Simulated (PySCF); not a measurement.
CH$_{4}$Cl$_{2}$Sn, singlet, geometry from GFN2-xTB (such geometries of metal compounds can be far from the true shape) (core potentials on Sn); DF-PBE0/def2-SVPD (PySCF).

The PySCF input:
```python
from pyscf import gto, scf, dft

mol = gto.Mole()
mol.atom = '''
    Sn   -0.091152   -0.061085    0.404955
    C    -2.263817   -0.258433    0.207498
    Cl    0.932201   -1.641178   -0.936055
    Cl    0.560896    1.974404   -0.474749
    H     0.581010   -0.195590    2.001452
    H    -2.579691   -1.221494    0.588321
    H    -2.752867    0.539602    0.751780
    H    -2.490614   -0.182510   -0.850611
'''
mol.basis = 'def2-svpd'
mol.ecp = {'Sn': 'def2-svpd'}
mol.charge = 0
mol.spin = 0
mol.verbose = 4
mol.max_memory = 1800
mol.build()

mf = dft.RKS(mol)
mf.xc = 'pbe0'
mf = mf.density_fit(auxbasis='def2-universal-jkfit')
mf.kernel()
```

### Question
Predict the main parts of the log of this PySCF run.

### Answer

```
PySCF version 2.14.0

[INPUT] verbose = 4
[INPUT] num. atoms = 8
[INPUT] num. electrons = 66
[INPUT] charge = 0
[INPUT] spin (= nelec alpha-beta = 2S) = 0
[INPUT] symmetry False subgroup None
[INPUT] Mole.unit = angstrom
[INPUT] Symbol           X                Y                Z      unit          X                Y                Z       unit  Magmom
[INPUT]  1 Sn    -0.091152000000  -0.061085000000   0.404955000000 AA   -0.172252315706  -0.115433920319   0.765254042773 Bohr   0.0
[INPUT]  2 C     -2.263817000000  -0.258433000000   0.207498000000 AA   -4.277994126135  -0.488367591550   0.392114391395 Bohr   0.0
[INPUT]  3 Cl     0.932201000000  -1.641178000000  -0.936055000000 AA    1.761604583046  -3.101376941661  -1.768887587530 Bohr   0.0
[INPUT]  4 Cl     0.560896000000   1.974404000000  -0.474749000000 AA    1.059939824364   3.731082819246  -0.897145587911 Bohr   0.0
[INPUT]  5 H      0.581010000000  -0.195590000000   2.001452000000 AA    1.097949775634  -0.369611532704   3.782196131463 Bohr   0.0
[INPUT]  6 H     -2.579691000000  -1.221494000000   0.588321000000 AA   -4.874909476005  -2.308289122799   1.111765563330 Bohr   0.0
[INPUT]  7 H     -2.752867000000   0.539602000000   0.751780000000 AA   -5.202164687353   1.019699996268   1.420658305926 Bohr   0.0
[INPUT]  8 H     -2.490614000000  -0.182510000000  -0.850611000000 AA   -4.706578342007  -0.344893914994  -1.607421828542 Bohr   0.0

nuclear repulsion = 323.723796845962
number of shells = 58
number of NR pGTOs = 227
number of NR cGTOs = 138
basis = def2-svpd
ecp = {'Sn': 'def2-svpd'}

******** <class 'pyscf.df.df_jk.DFRKS'> ********
method = DFRKS
initial guess = minao
damping factor = 0
level_shift factor = 0
DIIS = <class 'pyscf.scf.diis.CDIIS'>
diis_start_cycle = 1
diis_space = 8
diis_damp = 0
SCF conv_tol = 1e-09
SCF conv_tol_grad = None
SCF max_cycles = 50
direct_scf = False
XC library pyscf.dft.libxc version 7.1.2
    S. Lehtola, C. Steigemann, M. J. T. Oliveira, and M. A. L. Marques,  SoftwareX 7, 1–5 (2018)
XC functionals = pbe0
    C. Adamo and V. Barone,  J. Chem. Phys. 110, 6158 (1999)
    M. Ernzerhof and G. E. Scuseria,  J. Chem. Phys. 110, 5029 (1999)
radial grids:
    Treutler-Ahlrichs [JCP 102, 346 (1995); DOI:10.1063/1.469408] (M4) radial grids

becke partition: Becke, JCP 88, 2547 (1988); DOI:10.1063/1.454033
pruning grids: <function nwchem_prune>
grids dens level: 3
symmetrized grids: False
atomic radii adjust function: <function treutler_atomic_radii_adjust>
small_rho_cutoff = 0
Set gradient conv threshold to 3.16228e-05
Initial guess from minao.
tot grids = 113072
******** <class 'pyscf.df.df.DF'> ********
auxbasis = def2-universal-jkfit
init E= -1151.37284268449
  HOMO = -0.707370172924833  LUMO = -0.584092584512359  gap/eV = 3.35455
cycle= 1 E= -1172.82212356736  delta_E= -21.4  |g|= 2.81  |ddm|= 9.89
  HOMO = -0.0138542686049244  LUMO = 0.0267010711226832  gap/eV = 1.10357
cycle= 2 E= -1171.67289614413  delta_E= 1.15  |g|= 3.96  |ddm|= 10.6
  HOMO = -0.294893224006448  LUMO = -0.0337076795793104  gap/eV = 7.10722
cycle= 3 E= -1174.62810559734  delta_E= -2.96  |g|= 0.203  |ddm|= 5.45
  HOMO = -0.314463709152424  LUMO = -0.0537720333631245  gap/eV = 7.09378
cycle= 4 E= -1174.63913172284  delta_E= -0.011  |g|= 0.109  |ddm|= 0.465
  HOMO = -0.319042277889127  LUMO = -0.0524475441195981  gap/eV = 7.25441
cycle= 5 E= -1174.64277739597  delta_E= -0.00365  |g|= 0.0155  |ddm|= 0.165
  HOMO = -0.316707659560486  LUMO = -0.0500445653216766  gap/eV = 7.25627
cycle= 6 E= -1174.64284778133  delta_E= -7.04e-05  |g|= 0.00317  |ddm|= 0.0315
  HOMO = -0.31702849813727  LUMO = -0.0502527079346786  gap/eV = 7.25934
cycle= 7 E= -1174.64285092267  delta_E= -3.14e-06  |g|= 0.000792  |ddm|= 0.00563
  HOMO = -0.316991836114186  LUMO = -0.0502364882383014  gap/eV = 7.25878
cycle= 8 E= -1174.64285107191  delta_E= -1.49e-07  |g|= 0.00035  |ddm|= 0.00129
  HOMO = -0.317004202445853  LUMO = -0.0502440201389084  gap/eV = 7.25891
cycle= 9 E= -1174.64285110643  delta_E= -3.45e-08  |g|= 8e-05  |ddm|= 0.000489
  HOMO = -0.317004259572203  LUMO = -0.0502474196375721  gap/eV = 7.25882
cycle= 10 E= -1174.64285110828  delta_E= -1.85e-09  |g|= 1.01e-05  |ddm|= 0.000117
  HOMO = -0.31700410612568  LUMO = -0.050247021659307  gap/eV = 7.25883
cycle= 11 E= -1174.64285110831  delta_E= -3.5e-11  |g|= 2.33e-06  |ddm|= 1.81e-05
  HOMO = -0.317003927867737  LUMO = -0.0502468502748248  gap/eV = 7.25883
Extra cycle  E= -1174.64285110831  delta_E= 3.41e-12  |g|= 1.82e-06  |ddm|= 5.06e-06
converged SCF energy = -1174.64285110831
```
